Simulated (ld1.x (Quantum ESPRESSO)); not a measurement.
**Pseudopotential generation for Ag (Z = 47): TM, PBE, scalar-relativistic.**

ld1.x (Quantum ESPRESSO) 7.5 input, shortened:

```
&input
   title='Ag', zed=47., rel=1, dft='PBE', iswitch=3,
   config='[Kr] 4d10 5s0.5 5p0'
 /
 &inputp
   pseudotype=2, tm=.true., lloc=0,
   nlcc=.true.
 /
3
4P  2  1   6.00   0.00  1.25  1.25  0.0
4D  3  2  10.00   0.00  2.05  2.05  0.0
4S  1  0   2.00   0.00  1.15  1.15  0.0
 &test
   configts(1)='4s2 4p6 4d10 5s0.5 5p0'
 /
```

Occupied shells without a wave of their own: 5s. They enter only through the test configuration that unscreens the potential, and ld1.x also counts them in the model core charge.

All-electron outer shells of the reference configuration (PBE, scalar-relativistic, ld1.x):

| shell | level (eV) | outermost node (bohr) | outermost maximum (bohr) |
| --- | --- | --- | --- |
| 3d | -362.35 | – | 0.27 |
| 4s | -98.98 | 0.44 | 0.82 |
| 4p | -62.51 | 0.44 | 0.88 |
| 4d | -11.37 | 0.43 | 1.04 |
| 5s | -7.71 | 1.11 | 2.43 |
| 5p | -3.34 | 1.25 | 3.36 |

Calculated quality:

- Cutoffs needed: 120 Ry and 200 Ry (the cutoffs (Ry, on a coarse ladder) from which the occupation-weighted sum of valence levels, in a spherical-Bessel basis at the reference potential, stays within 10 and 1 mRy of its value at 400 Ry)
- Ghost test: no extra level below or beside the all-electron valence levels (p, d, s, f tested) (spherical-Bessel basis up to 400 Ry, 20 bohr box)
- Largest excitation error: -555 meV (all-electron minus pseudo) for 4s2 4p6 4d7 5s0 5p0, out of 7 test configurations

The potential misses its own reference levels by up to 0.3 eV. ld1.x takes every shell without a wave as core, so the model core holds the 5s electrons as well and exchange and correlation see them twice. This cancels in the reference configuration, but the file is broken for other ones, and its errors say nothing about a proper core correction.

Generation and tests took about 1.7 s on one core of a shared server CPU.
